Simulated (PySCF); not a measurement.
Species: CH2Cl3Si, net charge -1, singlet state. It need not be the lowest isomer of its formula. Whether it binds its extra electron was not tested at this geometry. 
Coordinates optimised at B3LYP-D3(BJ)/def2-TZVP (Ansatz):
```xyz
7

C     -2.1589    -0.4012     0.0653
Si    -0.4721    -0.0701     0.0100
Cl     0.5577    -1.2153    -1.4409
Cl     0.4033     1.8708    -0.4446
Cl     0.5100    -0.4228     1.8507
H     -2.7350    -0.0688     0.9224
H     -2.7091    -0.4990    -0.8646
```
Charge -1, spin multiplicity 1.

Dispersion corrections to the total energy (kcal/mol) from the dftd3 and dftd4 libraries through PySCF: D3(BJ) without and D4 with the three-body term, each with the damping fitted for the functional named.

```
functional      D3(BJ)          D4
----------  ----------  ----------
PBE              -5.69       -6.73
PW6B95           -3.78       -5.54
HF              -40.76      -21.05
TPSS             -7.59       -9.09
BP86        (withheld)       -9.54
BHLYP            -9.31  (withheld)
PBE0             -5.31  (withheld)
```

**Question.** Some entries are withheld; supply them.

**Answer.** 
- BP86, D3(BJ): -10.77
- BHLYP, D4: -9.36
- PBE0, D4: -5.78
